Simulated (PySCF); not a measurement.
F$_{2}$Sn, singlet, geometry from GFN2-xTB (such geometries of metal compounds can be far from the true shape) (core potentials on Sn); M062X/def2-SVPD (PySCF).

Input for PySCF:
```python
from pyscf import gto, scf, dft, solvent

mol = gto.M(
    atom='''
Sn    0.038386   -0.023092    0.340662
F     0.688704    1.477257   -0.940111
F    -0.901958   -1.348966   -0.952455
''',
    basis='def2-svpd',
    ecp={'Sn': 'def2-svpd'},
    charge=0,
    spin=0,
    verbose=4,
)

mf = dft.RKS(mol)
mf.xc = 'm062x'
mf.kernel()
mf.analyze()
```

Output, abridged:

```
PySCF version 2.14.0

[INPUT] verbose = 4
[INPUT] num. atoms = 3
[INPUT] num. electrons = 40
[INPUT] charge = 0
[INPUT] spin (= nelec alpha-beta = 2S) = 0
[INPUT] symmetry False subgroup None
[INPUT] Mole.unit = angstrom
[INPUT] Symbol           X                Y                Z      unit          X                Y                Z       unit  Magmom
[...]
nuclear repulsion = 114.104571010297
number of shells = 30
number of NR pGTOs = 133
number of NR cGTOs = 78
basis = def2-svpd
ecp = {'Sn': 'def2-svpd'}

******** <class 'pyscf.dft.rks.RKS'> ********
method = RKS
initial guess = minao
damping factor = 0
level_shift factor = 0
DIIS = <class 'pyscf.scf.diis.CDIIS'>
diis_start_cycle = 1
diis_space = 8
diis_damp = 0
SCF conv_tol = 1e-09
SCF conv_tol_grad = None
SCF max_cycles = 50
direct_scf = True
direct_scf_tol = 1e-13
XC library pyscf.dft.libxc version 7.1.2
    S. Lehtola, C. Steigemann, M. J. T. Oliveira, and M. A. L. Marques,  SoftwareX 7, 1–5 (2018)
XC functionals = m062x
    Y. Zhao and D. G. Truhlar,  Theor. Chem. Acc. 120, 215 (2008)
    Y. Zhao and D. G. Truhlar,  Theor. Chem. Acc. 120, 215 (2008)
radial grids:
    Treutler-Ahlrichs [JCP 102, 346 (1995); DOI:10.1063/1.469408] (M4) radial grids

becke partition: Becke, JCP 88, 2547 (1988); DOI:10.1063/1.454033
pruning grids: <function nwchem_prune>
grids dens level: 3
symmetrized grids: False
atomic radii adjust function: <function treutler_atomic_radii_adjust>
small_rho_cutoff = 0
Set gradient conv threshold to 3.16228e-05
Initial guess from minao.
tot grids = 50488
init E= -390.383603861606
[...]
cycle= 1 E= -413.291224812019  delta_E= -22.9  |g|= 1.71  |ddm|= 7.73
[...]
cycle= 2 E= -413.686774627277  delta_E= -0.396  |g|= 0.829  |ddm|= 6.07
[...]
cycle= 3 E= -413.780911718105  delta_E= -0.0941  |g|= 0.117  |ddm|= 1.15
[...]
cycle= 4 E= -413.782343725484  delta_E= -0.00143  |g|= 0.0754  |ddm|= 0.116
[...]
cycle= 5 E= -413.783340436197  delta_E= -0.000997  |g|= 0.00267  |ddm|= 0.0665
[...]
cycle= 6 E= -413.78334418633  delta_E= -3.75e-06  |g|= 0.000603  |ddm|= 0.00898
[...]
cycle= 7 E= -413.783344362772  delta_E= -1.76e-07  |g|= 0.000135  |ddm|= 0.00104
[...]
cycle= 8 E= -413.783344378434  delta_E= -1.57e-08  |g|= 2.97e-05  |ddm|= 0.000447
[...]
cycle= 9 E= -413.78334437896  delta_E= -5.27e-10  |g|= 4.6e-06  |ddm|= 8.34e-05
[...]
Extra cycle  E= -413.783344378964  delta_E= -3.87e-12  |g|= 4.9e-06  |ddm|= 1.46e-05
converged SCF energy = -413.783344378964
**** SCF Summaries ****
Total Energy =                        -413.783344378964330
Nuclear Repulsion Energy =             114.104571010297349
One-electron Energy =                 -883.003141051634429
Two-electron Energy =                  355.115225662372666
Two-electron Coulomb Energy =          393.960536128491640
DFT Exchange-Correlation Energy =      -38.845310466118960
HOMO-LUMO gap [eV] =                     7.727987700637982
**** MO energy ****
[...]
Dipole moment(X, Y, Z, Debye):  0.51812, -0.31176,  4.59704
```
